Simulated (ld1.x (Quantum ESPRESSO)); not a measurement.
Reading a pseudo-wave (sulfur)

Columns: radius, all-electron u(r) and pseudo u(r) of the 3s shell (level -33.29 eV) of sulfur in the configuration [Ne] 3s2 3p2.5; PW91, non-relativistic, RRKJ scheme, ld1.x (Quantum ESPRESSO) 7.5.

```csv
r (bohr),all-electron,pseudo
0.060,0.2237,0.0153
0.120,0.0386,0.0322
0.180,-0.1913,0.0522
0.240,-0.3526,0.0762
0.300,-0.4247,0.1048
0.360,-0.4192,0.1384
0.420,-0.3563,0.1767
0.480,-0.2557,0.2195
0.540,-0.1336,0.2664
0.600,-0.0023,0.3170
0.660,0.1295,0.3710
0.720,0.2554,0.4278
0.780,0.3718,0.4868
0.840,0.4762,0.5470
0.900,0.5676,0.6069
0.960,0.6459,0.6647
1.020,0.7112,0.7185
1.080,0.7642,0.7661
1.140,0.8055,0.8057
1.200,0.8360,0.8360
1.260,0.8566,0.8566
1.320,0.8685,0.8685
1.380,0.8725,0.8725
1.440,0.8697,0.8697
1.500,0.8610,0.8610
1.560,0.8474,0.8474
```

(1) How many radial nodes do the two functions have?

(2) At about which radius was the pseudo-wave matched?

(3) Is the pseudo-wave norm-conserving?

## Answers

(1) The all-electron 3s function has n − l − 1 = 2; the pseudo-wave has 0, since the states of the same l below it are removed with the core.

(2) 1.20 bohr, where the columns begin to agree (steps of 0.06 bohr).

(3) Yes: the RRKJ scheme keeps the norm inside the radius equal to the all-electron one, which fixes the energy derivative of the logarithmic derivative at the level.
